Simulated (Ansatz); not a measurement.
Consider the hydrogenolysis of a C–O bond: `OC(S)O[SiH3]` + H₂ → `[SiH3]OCS` + H₂O.

Computed with Ansatz on PBE0-D4/def2-TZVP structures; ΔE is electronic, products minus reactants. CCSD(T)/CBS is the MP2 limit (def2-TZVPP, def2-QZVPP) plus CCSD(T) − MP2 in def2-TZVPP, frozen cores. This one scheme is used for every species. One conformer a species, not always the lowest.

```csv
species,CCSD(T)/CBS(def2) energy (Eh)
`OC(S)O[SiH3]`,-878.87941
H₂,-1.17544
`[SiH3]OCS`,-803.70247
H₂O,-76.37941
```

(1) Work out ΔE.

(2) What do rigid-rotor, harmonic-oscillator terms from PBE0-D4/def2-TZVP frequencies (298.15 K, 1 bar) make of the CCSD(T)/CBS value? (Estimate.)

Largest T1 diagnostic among the species: 0.012.

Answers

(1) ΔE = (-803.70247) + (-76.37941) − (-878.87941) − (-1.17544) = -0.02703 Eh = -71.0 kJ/mol.

(2) Ansatz gave: ΔZPE = +17.8 kJ/mol, ΔH = -54.1 kJ/mol, ΔS = 49 J/(mol·K), ΔG = -68.5 kJ/mol. Modes under 50 cm⁻¹ make the entropy rough.

Leaving LDA and LC-ωPBE aside and taking each functional with its dispersion term where it has one, the values, not all of them listed here, spread over 15.3 kJ/mol, from B2PLYP to revPBE-D4. LDA lies +16.7 kJ/mol from PBE without D4. From PBE to PBE0 (25 % exact exchange), in def2-TZVPP and without D4, ΔE moves by −5.1 kJ/mol. In def2-TZVPP, CCSD(T) changes the Hartree–Fock value by +16.4 kJ/mol (the triples alone add +5.5 kJ/mol) and MP2 by +16.1 kJ/mol.
